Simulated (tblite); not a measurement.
Record of a relaxation.

Species: C2H9FSi2.
Numbering: `[CH3:1][Si:2]([CH3:3])([F:4])[SiH3:5]` (hydrogens: H6, H7, H8 on C1; H9, H10, H11 on C3; H12, H13, H14 on Si5)

Computed with GFN2-xTB (tblite), gas phase: L-BFGS steps from a force-field or distance-geometry start until the largest atomic force falls under 0.01 eV/Å. 10 of its 38 geometries are shown.

Step 0: E = -465.2373 eV, largest atomic force 1.398 eV/Å
```
atom  x, y, z in Å  |  force x, y, z in eV/Å
C1      1.034   -1.087   -1.076    0.435  -0.305  -0.965
Si2     0.311   -0.215    0.391   -1.361  -0.273   0.165
C3      0.866    1.545    0.498    0.099   1.189  -0.054
F4      0.851   -0.962    1.708    0.287  -0.282   0.489
Si5    -1.993   -0.306    0.300   -0.294  -0.027   0.044
H6      0.703   -0.609   -2.011    0.229  -0.239   0.341
H7      0.716   -2.130   -1.113    0.140   0.131  -0.034
H8      2.126   -1.060   -1.044   -0.135  -0.118  -0.177
H9      0.452    2.041    1.382    0.143  -0.068  -0.196
H10     0.529    2.112   -0.381    0.174  -0.138   0.332
H11     1.944    1.618    0.550    0.177   0.168   0.021
H12    -2.475   -1.714    0.232    0.008   0.443   0.029
H13    -2.610    0.370    1.480    0.068  -0.244  -0.415
H14    -2.453    0.397   -0.937    0.029  -0.236   0.420
```

Step 4: E = -465.3324 eV, largest atomic force 0.203 eV/Å
```
atom  x, y, z in Å  |  force x, y, z in eV/Å
C1      1.045   -1.095   -1.092   -0.011   0.009   0.063
Si2     0.265   -0.224    0.400    0.170   0.027   0.014
C3      0.873    1.569    0.499    0.002  -0.058   0.018
F4      0.862   -0.972    1.724   -0.029   0.028  -0.064
Si5    -2.019   -0.309    0.304    0.064  -0.028   0.030
H6      0.717   -0.619   -2.012    0.074  -0.053  -0.036
H7      0.728   -2.133   -1.122    0.082  -0.044  -0.072
H8      2.130   -1.069   -1.060    0.010  -0.044  -0.057
H9      0.459    2.051    1.380    0.075   0.089  -0.011
H10     0.537    2.121   -0.374    0.068   0.065   0.051
H11     1.956    1.633    0.551   -0.013   0.065   0.010
H12    -2.483   -1.689    0.234   -0.182  -0.090   0.006
H13    -2.614    0.355    1.456   -0.187   0.023   0.064
H14    -2.457    0.382   -0.910   -0.124   0.009  -0.015
```

Step 8: E = -465.3542 eV, largest atomic force 0.178 eV/Å
```
atom  x, y, z in Å  |  force x, y, z in eV/Å
C1      1.054   -1.103   -1.091    0.094  -0.059  -0.139
Si2     0.274   -0.221    0.401   -0.012   0.034  -0.131
C3      0.883    1.575    0.506    0.046   0.145  -0.001
F4      0.865   -0.973    1.722    0.003   0.004  -0.001
Si5    -2.026   -0.320    0.316   -0.017  -0.008   0.025
H6      0.743   -0.638   -2.023   -0.043   0.029   0.016
H7      0.756   -2.147   -1.145   -0.036   0.001   0.065
H8      2.139   -1.086   -1.082    0.058   0.035   0.097
H9      0.482    2.080    1.380   -0.007  -0.044   0.046
H10     0.559    2.145   -0.360   -0.014  -0.028  -0.035
H11     1.964    1.659    0.556    0.058  -0.071   0.017
H12    -2.537   -1.691    0.238   -0.048   0.011   0.028
H13    -2.666    0.348    1.453   -0.046  -0.036   0.003
H14    -2.491    0.372   -0.892   -0.036  -0.012   0.011
```

Step 12: E = -465.3607 eV, largest atomic force 0.097 eV/Å
```
atom  x, y, z in Å  |  force x, y, z in eV/Å
C1      1.067   -1.109   -1.103   -0.025   0.053   0.065
Si2     0.278   -0.214    0.385   -0.037   0.023   0.000
C3      0.892    1.587    0.507   -0.005  -0.078  -0.019
F4      0.863   -0.969    1.713   -0.026   0.046  -0.081
Si5    -2.031   -0.324    0.322   -0.003   0.006  -0.011
H6      0.746   -0.639   -2.028    0.048  -0.030  -0.022
H7      0.760   -2.151   -1.142    0.022   0.035   0.020
H8      2.153   -1.086   -1.075   -0.011   0.005   0.005
H9      0.489    2.083    1.387    0.022  -0.041  -0.024
H10     0.565    2.151   -0.362    0.036   0.027   0.020
H11     1.976    1.656    0.560   -0.013  -0.015  -0.001
H12    -2.560   -1.690    0.245    0.003   0.015   0.029
H13    -2.688    0.339    1.453    0.005  -0.032   0.007
H14    -2.508    0.367   -0.884   -0.015  -0.013   0.013
```

Step 16: E = -465.3654 eV, largest atomic force 0.083 eV/Å
```
atom  x, y, z in Å  |  force x, y, z in eV/Å
C1      1.073   -1.101   -1.101    0.003  -0.021  -0.066
Si2     0.266   -0.202    0.366   -0.032  -0.013  -0.012
C3      0.900    1.583    0.502    0.000   0.073  -0.008
F4      0.855   -0.954    1.687    0.008  -0.041   0.072
Si5    -2.039   -0.326    0.325   -0.032   0.001   0.001
H6      0.763   -0.649   -2.039    0.056  -0.016  -0.016
H7      0.768   -2.144   -1.131    0.014   0.007   0.015
H8      2.161   -1.082   -1.063   -0.047   0.033   0.019
H9      0.500    2.070    1.388    0.002  -0.008  -0.002
H10     0.580    2.164   -0.359    0.038   0.036   0.010
H11     1.983    1.645    0.562   -0.008  -0.042  -0.021
H12    -2.578   -1.685    0.260    0.020  -0.058   0.007
H13    -2.705    0.322    1.456    0.015   0.021   0.053
H14    -2.528    0.359   -0.875   -0.037   0.028  -0.053
```

Step 21: E = -465.3704 eV, largest atomic force 0.059 eV/Å
```
atom  x, y, z in Å  |  force x, y, z in eV/Å
C1      1.077   -1.095   -1.108    0.003  -0.004   0.023
Si2     0.248   -0.193    0.347    0.000   0.008  -0.003
C3      0.906    1.587    0.494   -0.008  -0.027   0.011
F4      0.843   -0.946    1.672   -0.049   0.014  -0.030
Si5    -2.063   -0.326    0.325    0.006  -0.002  -0.003
H6      0.796   -0.662   -2.063   -0.024  -0.009   0.002
H7      0.781   -2.140   -1.116    0.007  -0.023  -0.046
H8      2.161   -1.066   -1.042    0.023   0.010   0.026
H9      0.511    2.057    1.391    0.019   0.047  -0.003
H10     0.608    2.195   -0.356   -0.003   0.000   0.012
H11     1.990    1.618    0.558   -0.006  -0.015   0.003
H12    -2.585   -1.696    0.278    0.030   0.006  -0.015
H13    -2.713    0.310    1.476    0.029   0.016  -0.015
H14    -2.560    0.357   -0.878   -0.028  -0.021   0.038
```

Step 25: E = -465.3729 eV, largest atomic force 0.070 eV/Å
```
atom  x, y, z in Å  |  force x, y, z in eV/Å
C1      1.080   -1.096   -1.109    0.012  -0.008  -0.038
Si2     0.238   -0.187    0.337   -0.032   0.007  -0.049
C3      0.906    1.587    0.494    0.015   0.065  -0.004
F4      0.822   -0.942    1.662   -0.016  -0.021   0.035
Si5    -2.071   -0.328    0.325    0.046   0.000   0.013
H6      0.804   -0.671   -2.071    0.025   0.001   0.065
H7      0.790   -2.145   -1.126    0.039   0.047   0.014
H8      2.165   -1.056   -1.025   -0.065  -0.017  -0.019
H9      0.523    2.068    1.391    0.016  -0.027  -0.013
H10     0.619    2.207   -0.351    0.000  -0.044   0.005
H11     1.992    1.601    0.557   -0.008  -0.004   0.005
H12    -2.577   -1.702    0.280    0.006  -0.013  -0.003
H13    -2.706    0.312    1.481    0.006   0.007   0.005
H14    -2.586    0.351   -0.869   -0.044   0.008  -0.017
```

Step 29: E = -465.3741 eV, largest atomic force 0.047 eV/Å
```
atom  x, y, z in Å  |  force x, y, z in eV/Å
C1      1.082   -1.094   -1.110   -0.002   0.012   0.026
Si2     0.230   -0.181    0.326    0.021   0.001   0.035
C3      0.909    1.589    0.492    0.003  -0.041  -0.001
F4      0.805   -0.939    1.656   -0.028   0.002  -0.005
Si5    -2.075   -0.328    0.324   -0.024   0.006  -0.017
H6      0.816   -0.673   -2.074   -0.010   0.029  -0.027
H7      0.800   -2.143   -1.124   -0.011  -0.023   0.007
H8      2.163   -1.050   -1.016    0.046   0.000  -0.011
H9      0.531    2.066    1.392   -0.003  -0.001   0.004
H10     0.628    2.212   -0.351    0.000   0.000  -0.018
H11     1.994    1.588    0.557    0.017   0.020  -0.004
H12    -2.572   -1.707    0.284    0.007   0.007   0.001
H13    -2.701    0.311    1.487    0.007  -0.002  -0.003
H14    -2.610    0.347   -0.865   -0.023  -0.010   0.014
```

Step 33: E = -465.3751 eV, largest atomic force 0.045 eV/Å
```
atom  x, y, z in Å  |  force x, y, z in eV/Å
C1      1.085   -1.093   -1.109    0.027   0.001  -0.015
Si2     0.228   -0.179    0.325   -0.008  -0.021  -0.020
C3      0.914    1.588    0.491    0.008   0.008  -0.003
F4      0.784   -0.941    1.658   -0.001  -0.013   0.026
Si5    -2.078   -0.326    0.321    0.009   0.003   0.003
H6      0.819   -0.667   -2.073   -0.001  -0.022   0.027
H7      0.807   -2.144   -1.124   -0.020   0.040  -0.005
H8      2.167   -1.049   -1.017   -0.001   0.014   0.001
H9      0.537    2.067    1.392   -0.003  -0.006  -0.023
H10     0.632    2.209   -0.354    0.012  -0.009   0.021
H11     1.999    1.587    0.556   -0.002   0.008  -0.012
H12    -2.565   -1.708    0.284   -0.004  -0.003   0.008
H13    -2.694    0.313    1.488   -0.005  -0.007   0.008
H14    -2.635    0.343   -0.859   -0.012   0.007  -0.017
```

Step 37: E = -465.3755 eV, largest atomic force 0.008 eV/Å
```
atom  x, y, z in Å  |  force x, y, z in eV/Å
C1      1.089   -1.090   -1.109   -0.003   0.003   0.005
Si2     0.227   -0.180    0.323    0.003   0.003   0.007
C3      0.917    1.586    0.490    0.001   0.001  -0.001
F4      0.775   -0.943    1.660   -0.005  -0.003   0.001
Si5    -2.081   -0.325    0.319    0.001   0.000   0.000
H6      0.822   -0.667   -2.072    0.001   0.000  -0.002
H7      0.807   -2.140   -1.123    0.002   0.000  -0.008
H8      2.171   -1.046   -1.016    0.001   0.003   0.001
H9      0.539    2.065    1.389   -0.002   0.002   0.001
H10     0.636    2.208   -0.354   -0.002   0.000  -0.007
H11     2.002    1.587    0.554    0.003  -0.006  -0.002
H12    -2.563   -1.709    0.286   -0.003   0.003   0.004
H13    -2.692    0.311    1.490   -0.002  -0.005   0.000
H14    -2.648    0.342   -0.859    0.004  -0.001   0.001
```

**Question.** Summarise the path.

**Answer.** The energy falls by 13.33 kJ/mol from step 0 to step 37; nine tenths of that is first reached at step 13. It falls at every step. The largest force goes from 1.398 to 0.008 eV/Å. Among the bonds Si2–C3 changes most, from 1.848 to 1.903 Å; the atoms move by 0.111 Å rms after alignment.

**Question.** Follow the three bonds and two angles with the largest change from start to end.

**Answer.** 
```csv
step,E above end (kJ/mol),largest force (eV/Å),Si2–C3 (Å),C1–Si2 (Å),Si5–H14 (Å),C3–Si2–Si5 (°),C1–Si2–Si5 (°)
0,13.33,1.398,1.848,1.853,1.496,109.8,109.9
2,5.48,0.244,1.889,1.889,1.478,110.6,110.9
3,4.67,0.179,1.895,1.894,1.469,110.8,111.1
5,3.66,0.229,1.896,1.896,1.461,111.1,111.2
6,3.04,0.239,1.896,1.896,1.460,111.1,111.1
8,2.06,0.178,1.899,1.901,1.468,111.3,111.2
10,1.66,0.108,1.905,1.905,1.472,111.4,111.4
11,1.53,0.120,1.907,1.906,1.471,111.5,111.6
13,1.33,0.082,1.906,1.905,1.467,111.8,111.9
14,1.21,0.097,1.904,1.904,1.466,112.0,112.1
16,0.97,0.083,1.899,1.900,1.465,112.6,112.6
18,0.78,0.092,1.900,1.900,1.468,113.0,113.1
19,0.65,0.088,1.901,1.900,1.470,113.3,113.3
21,0.49,0.059,1.903,1.902,1.470,113.6,113.6
23,0.40,0.068,1.903,1.904,1.468,113.7,113.7
24,0.33,0.081,1.902,1.904,1.467,113.8,113.8
26,0.20,0.047,1.903,1.904,1.467,114.3,114.4
27,0.17,0.035,1.903,1.903,1.468,114.4,114.5
29,0.13,0.047,1.904,1.903,1.468,114.5,114.6
31,0.08,0.047,1.904,1.903,1.468,114.7,114.6
32,0.06,0.041,1.903,1.903,1.467,114.7,114.6
34,0.02,0.040,1.902,1.904,1.467,114.8,114.7
35,0.01,0.024,1.903,1.904,1.467,114.8,114.9
37,0.00,0.008,1.903,1.903,1.468,114.9,114.9
```

The cost below is that of the whole relaxation. Hardware: Arm Neoverse N1, one thread, no GPU, shared host with 64 logical CPUs at a one-minute load of 63. Cost: 0.37 s of wall time.
